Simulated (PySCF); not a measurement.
Electron correlation in Nb²⁺ (niobium, charge +2)

[Kr] 4d2 5p1, one real determinant (an excited configuration). Calculation: PySCF 2.14, in def2-TZVPPD with the def2 core potential (28 electrons); scalar relativity through the core potential. Frozen: nothing; 11 electrons correlated.

```tsv
level	correlation energy (mhartree)
CCSD	-249.04
(T)	-5.75
CCSD(T)	-254.79
```

Diagnostics: T1 = 0.0081, D1 = 0.0295, largest double amplitude 0.056.

**Question.** Is a single reference adequate?

**Answer.** Yes, within this model without spin-orbit coupling: T1 lies below 0.03 and no double amplitude reaches 0.07.

The reference is one real determinant that mixes LS terms of this configuration.

The basis has no tight functions for the innermost shells, so their pair energies are far from complete.

This basis was not built for core-valence correlation, so the inner-shell part is incomplete.
